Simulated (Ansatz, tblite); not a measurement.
Cost and result up the ladder for [GeCl3]- (GeCl3⁻) (4 atoms). The state is a singlet with charge -1. Geometry: PBE0-D4/def2-SVPD.

Cartesian coordinates in Å:
```
Ge -0.5307 0.3184 0.6048
Cl 1.0529 -1.2826 1.1868
Cl 0.8933 1.7498 -0.5498
Cl -1.4156 -0.7856 -1.2418
```

Ansatz on 4 threads of Intel Xeon on a shared host; xTB runs through tblite on one thread. Times are rough, summed over both states, and most runs start from the orbitals of an earlier one. PBE0-D4/def2-TZVPD serves as the yardstick here, not as an exact answer. The other state is a doublet.

The xTB rows come from tblite.

Raw xTB energies of ions are shifted by several eV.

```
               level  functions  vertical IE (eV)  difference from PBE0-D4/def2-TZVPD (eV)
            GFN1-xTB         36              8.49                                     4.07
  PBE0-D4/def2-TZVPD        192              4.42                                     0.00
   PBE-D4/def2-TZVPD        192              4.24                                    -0.18
r2SCAN-D4/def2-TZVPD        192              4.34                                    -0.08
            GFN2-xTB         36              8.92                                     4.50
```

Question: Estimate how long each takes.

Answer: GFN2-xTB 0.021 s; GFN1-xTB 0.023 s; PBE-D4/def2-TZVPD 9.3 s; PBE0-D4/def2-TZVPD 18 s; r2SCAN-D4/def2-TZVPD 18 s. On shared hardware such times vary by a factor of up to 3.
